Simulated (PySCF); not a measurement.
# Unknown compound

An unknown has the formula C₃H₇BF₂. Its calculated NMR data are:

1H NMR (400 MHz, computed): δ 1.51 (sext, J = 8.2 Hz, 2H), 1.01 (tt, J = 8.3, 3.7 Hz, 2H), 0.98 (t, J = 8.2 Hz, 3H).

13C{1H} NMR (computed): δ 23.0 (t, J = 3.0 Hz), 20.0, 17.4 (t, J = 28.9 Hz).

- spin–spin couplings from B3LYP/pcJ-1 (spin–dipole term only in couplings to heteroatoms)
- GIAO KT3/pcSseg-2 shieldings
- structure optimised with PBE0-D3(BJ)/def2-SVP
- program: PySCF
- one conformer, gas phase, non-relativistic Hamiltonian, equivalent nuclei averaged

References, each an isolated molecule treated in the same way: 1H (31.35 ppm) and 13C (181.31 ppm) against TMS.

Deduce the structure.

## Answers


- 3 carbon signals for 3 carbons: no two carbons are equivalent.
- Carbon types of the structure: 2 × CH2, 1 × CH3, which accounts for all hydrogens.
- δC 23.0: sp3 CH2; a saturated carbon with 2 carbon neighbours and no heteroatom attached.
- δC 20.0: methyl carbon; a saturated carbon with 1 carbon neighbour and no heteroatom attached.
- δC 17.4: sp3 CH2 bonded to B.
- δH 1.51: hydrogen on an sp3 CH2.
- δH 1.01: hydrogen on an sp3 CH2 bonded to B.
- δH 0.98: hydrogen on a methyl carbon; far from electronegative atoms and π systems.
- The protons at 1.51 and 1.01 share a coupling of 8.3 Hz (vicinal).
- The protons at 0.98 and 1.51 share a coupling of 8.2 Hz (vicinal).

These data were computed for SMILES B(CCC)(F)F.

This is the structure that produced the data.

A carbon bonded to boron is broadened by the quadrupolar boron nucleus and is often missing from a measured spectrum. C–F couplings over four or more bonds (about 3 Hz to the para carbon of a fluoroarene) are left out. Splittings below 1 Hz are ignored in the labels, and close J values are merged. Unscaled 3J(H,H) at this level run about 10 % above measured values. Shifts are as computed, not scaled to solution data. Of 1313 compounds with measured shifts, 239 miss one by over three times the rms of a fit or turn the order of signals round; such compounds aren't used in these exercises. Vicinal H,H couplings across rotating CH2–CH2 and CH–CH2 bonds are estimated from the computed gauche and anti values for equal rotamer populations, (2 J gauche + J anti)/3. 3J across rotatable bonds or in flexible rings reflects this conformer alone.
